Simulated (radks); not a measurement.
Polarisability of neutral nickel, [Ar] 3d8 4s2, at imaginary frequency. Method: scalar-relativistic Kohn-Sham, LDA (Slater exchange, VWN5 correlation), spin-polarised, spherical densities, finite nucleus; open shells are filled with parallel spins first; Fermi nuclear charge, rms radius 3.7757 fm; computed with a radial shooting solver on a logarithmic mesh with Libxc functionals. Response by self-consistent Sternheimer equations with the Hartree and adiabatic LDA kernel, the relativistic mass of each level held fixed and spin-orbit coupling left out.

w (hartree)  alpha1(iw) (bohr^3)
0.00266                    43.89
0.0143                     43.70
0.0360                     42.69
0.0697                     39.74
0.118                      33.95
0.186                      25.97
0.280                      17.92
0.413                      11.51
0.605                      7.115
0.892                      4.301
1.35                       2.529
2.12                       1.402
3.59                      0.6836
6.94                      0.2556
17.5                     0.05488

Static values: alpha1 = 43.90 bohr^3 (6.505 angstrom^3; uncoupled 79.33). C6 = 343.7, triple-dipole C9 = 10750 atomic units. One-pole (London) frequency 4 C6 / (3 alpha1^2) = 0.238 hartree, against 0.209 for minus the highest occupied eigenvalue. Recommended static value: 49 bohr^3 (Schwerdtfeger and Nagle, 2023 table).
